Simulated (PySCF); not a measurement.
# W: excitation energy

W [Xe] 4f14 5d4 6s2 (5D) → W [Xe] 4f14 5d6 (5D), as a difference of total energies. Calculation: PySCF 2.14, in x2c-TZVPPall with one added diffuse shell each of s, p, d, f type (12s8p8d4f1g, 113 functions); the spin-free X2C one-electron Hamiltonian (Gaussian nucleus). The calculations carry no spin-orbit coupling.

| method | excitation energy (eV) |
| --- | --- |
| UHF | 4.282 |
| PBEsol | 3.649 |
| wB97M-V | 4.067 |
| BHandHLYP | 3.980 |
